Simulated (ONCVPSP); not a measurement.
Which change was made? (Sr, ONCV)

Sr (Z = 38), optimised norm-conserving Vanderbilt (ONCV), made with ONCVPSP 4.0.1 (revPBE, scalar-relativistic). Core [Ar] 3d10, reference 4s2 4p6 5s1.75 (charge +0.25). Waves: 4s+5s: rc 2.20 bohr, ncon 5, nbas 10, qcut 5.9 1/bohr, 3 projectors, debl 3.1 Ha; 4p: rc 2.45 bohr, ncon 3, nbas 7, qcut 7.2 1/bohr, 3 projectors, debl 0.8 Ha; d scattering state at 0.11 Ha: rc 1.95 bohr, ncon 3, nbas 8, qcut 5.1 1/bohr, 1 projector. Local part: polynomial inside 1.55 bohr (lpopt 5, dvloc0 1 Ha). Core correction: Teter function, fcfact 3.5, rcfact 1.25.

In the p channel the program set the typed energies aside and used -0.893, 0.250, 1.050 Ha. In the d channel the program set the typed energies aside and used 0.050 Ha.

Cutoffs, loose and tight: the cutoffs (Ha) at which the residual kinetic energy of the hardest occupied pseudo-wave falls to 1 and 0.1 mHa per electron. They do not see the model core or the augmentation charge, which bear on the density cutoff. Test errors are all-electron minus pseudo excitation energies from the reference, over the configurations 4s2 4p6 5s2; 4s2 4p6 5s1; 4s2 4p6 5s0; 4s2 4p6 5s0 5p2; variants that change the core or the reference have their own tests.

The base gives: outcome: generated, projector energies reset by the program; cutoff, loose: 12 Ha; cutoff, tight: 14 Ha; bound ghosts: none; GHOST(+) flags above zero: s; largest test error (meV): -1.9.

(1) After one change the result is: outcome: generated, projector energies reset by the program; cutoff, loose: 15 Ha; cutoff, tight: 32 Ha; bound ghosts: none; GHOST(+) flags above zero: s; largest test error (meV): -1.1. Which change was it?
A. all radii but the core radius scaled by about 0.78 (s 1.72, p 1.90, d 1.52 bohr); local potential polynomial inside 1.20 bohr (lpopt 5, dvloc0 1 Ha)
B. all radii but the core radius scaled by about 1.21 (s 2.66, p 2.96, d 2.36 bohr); local potential polynomial inside 1.88 bohr (lpopt 5, dvloc0 1 Ha)
C. all radii but the core radius scaled by about 1.32 (s 2.90, p 3.22, d 2.56 bohr); local potential polynomial inside 2.04 bohr (lpopt 5, dvloc0 1 Ha)

Results:

(1) A. The others give: all radii but the core radius scaled by about 1.21 (s 2.66, p 2.96, d 2.36 bohr); local potential polynomial inside 1.88 bohr (lpopt 5, dvloc0 1 Ha) → outcome: generated, projector energies reset by the program; cutoff, loose: 9.4 Ha; cutoff, tight: 12 Ha; bound ghosts: none; GHOST(+) flags above zero: none; largest test error (meV): -3.3 | all radii but the core radius scaled by about 1.32 (s 2.90, p 3.22, d 2.56 bohr); local potential polynomial inside 2.04 bohr (lpopt 5, dvloc0 1 Ha) → outcome: generated, projector energies reset by the program; cutoff, loose: 8.0 Ha; cutoff, tight: 11 Ha; bound ghosts: none; GHOST(+) flags above zero: none; largest test error (meV): -7.0.
